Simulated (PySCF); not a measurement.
Si(Br)(OH)(NH2)2 (BrH5N2OSi), SMILES N[Si](Br)(O)N. Coordinates come from a PBE-D3(BJ)/def2-SVP optimisation. This is a generated structure with no PubChem entry under its InChIKey; it may be hypothetical. One conformer was computed; it need not be the lowest.

Give the equilibrium geometry at PBE-D3(BJ)/def2-SVP (PySCF confirms it by a frequency run) as a Z-matrix. (An estimate is asked for; the answer gives what the named calculation found.)

Several could match; the one computed here: 
```
Si
O 1 1.6761
H 2 0.9733 1 112.78
N 1 1.7130 2 103.85 3 149.56
H 4 1.0211 1 119.42 2 175.69
H 4 1.0216 5 112.30 1 -147.63
N 1 1.7218 2 120.61 3 -90.39
H 7 1.0213 1 119.67 2 85.47
H 7 1.0231 8 112.07 1 146.15
Br 1 2.2813 2 104.97 3 24.65
```
